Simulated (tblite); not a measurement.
Input of a run (GFN2-xTB geometry optimisation, gas phase (tblite 0.8.0)), started from a force field or distance geometry:
```
{"job": {"kind": "relax", "xc": "GFN2-xTB", "basis": "xTB"}, "charge": 0, "multiplicity": 1}
F     -2.606600    -2.182800    -0.275100
C     -2.712500    -0.832500    -0.319000
C     -1.808600    -0.059500     0.321900
Si    -1.995600     1.805600     0.266800
C     -0.686000    -0.645400     1.150000
Si     0.964900    -0.880300     0.277900
S      1.886000     1.027600    -0.073200
Si     3.599700     0.228900    -1.066300
H     -3.558300    -0.534800    -0.896800
H     -1.299500     2.401300     1.439400
H     -3.440200     2.139400     0.350600
H     -1.462900     2.313600    -1.004400
H     -0.995300    -1.633800     1.514100
H     -0.529000    -0.054800     2.053200
H      0.792400    -1.572400    -1.013800
H      1.872100    -1.670800     1.162300
H      3.164200    -0.491200    -2.291300
H      4.319800    -0.698000    -0.159000
H      4.485600     1.348900    -1.444600
```

Output (eV, eV/Å):
```
step      E/eV     max force
  0    -686.29421    1.963
  1    -686.34874    1.238
  2    -686.37821    0.451
  3    -686.39306    0.321
  4    -686.40172    0.262
  5    -686.40824    0.197
  6    -686.41196    0.139
  7    -686.41466    0.119
  8    -686.41695    0.107
  9    -686.41883    0.092
 10    -686.42057    0.096
 11    -686.42262    0.129
 12    -686.42523    0.181
 13    -686.42821    0.170
 14    -686.43102    0.119
 15    -686.43345    0.157
 16    -686.43610    0.201
 17    -686.43940    0.186
 18    -686.44254    0.103
 19    -686.44476    0.093
 20    -686.44629    0.087
 21    -686.44760    0.101
 22    -686.44911    0.101
 23    -686.45085    0.094
 24    -686.45252    0.076
 25    -686.45400    0.090
 26    -686.45533    0.092
 27    -686.45651    0.100
 28    -686.45752    0.077
 29    -686.45838    0.077
 30    -686.45903    0.059
 31    -686.45946    0.045
 32    -686.45979    0.038
 33    -686.46013    0.055
 34    -686.46057    0.072
 35    -686.46106    0.064
 36    -686.46148    0.042
 37    -686.46176    0.034
 38    -686.46199    0.037
 39    -686.46222    0.036
 40    -686.46249    0.040
 41    -686.46276    0.036
 42    -686.46298    0.033
 43    -686.46315    0.029
 44    -686.46330    0.031
 45    -686.46341    0.024
 46    -686.46351    0.020
 47    -686.46359    0.019
 48    -686.46367    0.024
 49    -686.46375    0.026
 50    -686.46381    0.019
 51    -686.46386    0.015
 52    -686.46390    0.019
 53    -686.46395    0.019
 54    -686.46399    0.016
 55    -686.46403    0.015
 56    -686.46408    0.018
 57    -686.46415    0.032
 58    -686.46426    0.038
 59    -686.46437    0.035
 60    -686.46446    0.022
 61    -686.46454    0.021
 62    -686.46464    0.034
 63    -686.46485    0.054
 64    -686.46523    0.071
 65    -686.46574    0.070
 66    -686.46619    0.046
 67    -686.46657    0.050
 68    -686.46693    0.056
 69    -686.46752    0.096
 70    -686.46812    0.107
 71    -686.46884    0.065
 72    -686.46933    0.042
 73    -686.46976    0.049
 74    -686.47008    0.065
 75    -686.47074    0.063
 76    -686.47114    0.043
 77    -686.47140    0.042
 78    -686.47144    0.066
 79    -686.47173    0.055
 80    -686.47193    0.037
 81    -686.47218    0.033
 82    -686.47239    0.030
 83    -686.47271    0.038
 84    -686.47313    0.043
 85    -686.47357    0.038
 86    -686.47385    0.033
 87    -686.47346    0.104
 88    -686.47427    0.036
 89    -686.47445    0.032
 90    -686.47489    0.027
 91    -686.47512    0.027
 92    -686.47562    0.034
 93    -686.47610    0.041
 94    -686.47651    0.040
 95    -686.47673    0.037
 96    -686.47691    0.037
 97    -686.47718    0.043
 98    -686.47758    0.037
 99    -686.47836    0.042
100    -686.47851    0.033
101    -686.47869    0.028
102    -686.47882    0.035
103    -686.47901    0.047
104    -686.47924    0.055
105    -686.47946    0.044
106    -686.47962    0.034
107    -686.47972    0.028
108    -686.47980    0.031
109    -686.47989    0.036
110    -686.48003    0.042
111    -686.48024    0.049
112    -686.48052    0.049
113    -686.48077    0.036
114    -686.48092    0.029
115    -686.48103    0.030
116    -686.48116    0.036
117    -686.48147    0.057
118    -686.48185    0.066
119    -686.48230    0.046
120    -686.48269    0.035
121    -686.48306    0.035
122    -686.48330    0.054
123    -686.48367    0.037
124    -686.48396    0.030
125    -686.48434    0.024
126    -686.48446    0.026
127    -686.48459    0.023
128    -686.48473    0.022
129    -686.48490    0.021
130    -686.48516    0.031
131    -686.48544    0.042
132    -686.48567    0.025
133    -686.48581    0.021
134    -686.48588    0.020
135    -686.48595    0.035
136    -686.48603    0.021
137    -686.48607    0.015
138    -686.48609    0.009
```

Summarise the run.

The energy falls by 18.5 kJ/mol over 138 L-BFGS steps, the largest force on an atom goes from 1.96 to 0.009 eV/Å, and the atoms move by 0.492 Å rms after alignment. The bond that changes most is Si6–H16 (SiH2 silicon to Si–H hydrogen), which shortens by 0.031 Å. Bonds longer at the end by more than 0.005 Å: 4 of 18; shorter: 11. Among the angles that change most is Si6–S7–Si8, from 95.0° to 103.1°. Among the dihedrals that turn most is C5–C3–Si4–H12, from 103° to 55°. The energy rose by more than 1e-5 eV at step 87. The first step brought 28 % of the lowering.

What are the final bond lengths?

F1–C2 1.358 Å, C2=C3 1.323 Å, C3–Si4 1.886 Å, C3–C5 1.496 Å, C5–Si6 1.902 Å, Si6–S7 2.152 Å, S7–Si8 2.143 Å, C2–H9 1.078 Å, Si4–H10 1.466 Å, Si4–H11 1.464 Å, Si4–H12 1.459 Å, C5–H13 1.091 Å, C5–H14 1.090 Å, Si6–H15 1.459 Å, Si6–H16 1.462 Å, Si8–H17 1.457 Å, Si8–H18 1.457 Å, Si8–H19 1.451 Å. Numbering counts from 1 in the input's order; the species is `F/C=C(/[SiH3])C[SiH2]S[SiH3]`.

Its GFN2-xTB frequencies are all real (lowest 15 cm⁻¹). One conformer, not necessarily the lowest. 3 starts were optimised and ended at 0.00, 0.49 and 0.67 kcal/mol (GFN2-xTB); the lowest of these is shown.

These are computed values.
